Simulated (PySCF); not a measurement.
C5H7F3.
SMILES with atom numbers: `[CH3:1]/[C:2](=[CH:3]\[CH:4]([F:5])[F:6])[CH2:7][F:8]` (hydrogens: H9, H10, H11 on C1; H12 on C3; H13 on C4; H14, H15 on C7)

The same species was optimised twice, with GFN2-xTB and with PBE0-D3(BJ)/def2-SVP (PySCF), and the same property calculations (PySCF, gas phase) were run on both structures.

```csv
coordinate,GFN2-xTB,PBE0-D3(BJ)/def2-SVP,change
C2=C3 (Å),1.331,1.338,+0.007
C4–F5 (Å),1.364,1.359,-0.005
C7–F8 (Å),1.369,1.365,-0.004
C4–F6 (Å),1.362,1.359,-0.003
C2–C7 (Å),1.500,1.498,-0.002
C3–C4 (Å),1.497,1.496,-0.001
C1–C2 (Å),1.496,1.496,0.000
C1–C2–C3 (°),124.3,125.4,+1.1
C3–C2–C7 (°),121.1,120.0,-1.1
F5–C4–F6 (°),105.2,106.3,+1.1
C2–C3–C4 (°),123.4,124.4,+1.0
C3–C4–F6 (°),112.0,111.5,-0.5
C3–C4–F5 (°),111.9,111.6,-0.3
C2–C7–F8 (°),112.7,112.9,+0.2
C1–C2–C7 (°),114.6,114.6,0.0
C2–C3–C4–F5 (°),-63,-61,+2
C1–C2–C7–F8 (°),-177,180,-3
```

Rotational constants: A = 3626, B = 1116, C = 1016 MHz (GFN2-xTB) against A = 3539, B = 1120, C = 1015 MHz (PBE0-D3(BJ)/def2-SVP). Atoms that the bonding makes alike are paired by their places after alignment.

On the GFN2-xTB structure: HOMO (eV) -7.72 [PBE0/pcSseg-1]; LUMO (eV) -0.53 [PBE0/pcSseg-1]; dipole (D) 1.45 [PBE0/pcSseg-1]; GIAO shielding of C1 (ppm) 172.4 [PBE0/pcSseg-1]; GIAO shielding of C2 (ppm) 30.3 [PBE0/pcSseg-1]; GIAO shielding of C3 (ppm) 63.9 [PBE0/pcSseg-1]; GIAO shielding of C4 (ppm) 68.4 [PBE0/pcSseg-1]; GIAO shielding of F5/F6 (mean) (ppm) 303.8 [PBE0/pcSseg-1]; GIAO shielding of C7 (ppm) 99.0 [PBE0/pcSseg-1]; GIAO shielding of F8 (ppm) 421.2 [PBE0/pcSseg-1].

Task: What do these properties become on the PBE0-D3(BJ)/def2-SVP structure?

Result: 
```json
{"property": "HOMO (eV)", "level": "PBE0/pcSseg-1", "on GFN2-xTB": "-7.72", "on PBE0-D3(BJ)/def2-SVP": "-7.73", "change": "-0.01"}
{"property": "LUMO (eV)", "level": "PBE0/pcSseg-1", "on GFN2-xTB": "-0.53", "on PBE0-D3(BJ)/def2-SVP": "-0.52", "change": "+0.01"}
{"property": "dipole (D)", "level": "PBE0/pcSseg-1", "on GFN2-xTB": "1.45", "on PBE0-D3(BJ)/def2-SVP": "1.54", "change": "+0.09"}
{"property": "energy, GFN2-xTB geometry as zero (kcal/mol)", "level": "PBE0/pcSseg-1", "on GFN2-xTB": "0.0", "on PBE0-D3(BJ)/def2-SVP": "-0.8", "change": "-0.8"}
{"property": "GIAO shielding of C1 (ppm)", "level": "PBE0/pcSseg-1", "on GFN2-xTB": "172.4", "on PBE0-D3(BJ)/def2-SVP": "168.7", "change": "-3.7"}
{"property": "GIAO shielding of C2 (ppm)", "level": "PBE0/pcSseg-1", "on GFN2-xTB": "30.3", "on PBE0-D3(BJ)/def2-SVP": "29.2", "change": "-1.1"}
{"property": "GIAO shielding of C3 (ppm)", "level": "PBE0/pcSseg-1", "on GFN2-xTB": "63.9", "on PBE0-D3(BJ)/def2-SVP": "61.4", "change": "-2.5"}
{"property": "GIAO shielding of C4 (ppm)", "level": "PBE0/pcSseg-1", "on GFN2-xTB": "68.4", "on PBE0-D3(BJ)/def2-SVP": "69.9", "change": "+1.5"}
{"property": "GIAO shielding of F5/F6 (mean) (ppm)", "level": "PBE0/pcSseg-1", "on GFN2-xTB": "303.8", "on PBE0-D3(BJ)/def2-SVP": "297.3", "change": "-6.5"}
{"property": "GIAO shielding of C7 (ppm)", "level": "PBE0/pcSseg-1", "on GFN2-xTB": "99.0", "on PBE0-D3(BJ)/def2-SVP": "98.6", "change": "-0.4"}
{"property": "GIAO shielding of F8 (ppm)", "level": "PBE0/pcSseg-1", "on GFN2-xTB": "421.2", "on PBE0-D3(BJ)/def2-SVP": "424.3", "change": "+3.1"}
```

The heavy atoms differ by 0.033 Å rms after alignment (one structure mirrored). Among the bonds compared C2=C3 changes most (+0.007 Å). Changes are differences of the printed values. Neither structure is proved a minimum here.

The values belong to the conformer `[CH3:1]/[C:2](=[CH:3]\[CH:4]([F:5])[F:6])[CH2:7][F:8]`: C2–C3–C4–F5 -61°, C1–C2–C7–F8 180°.
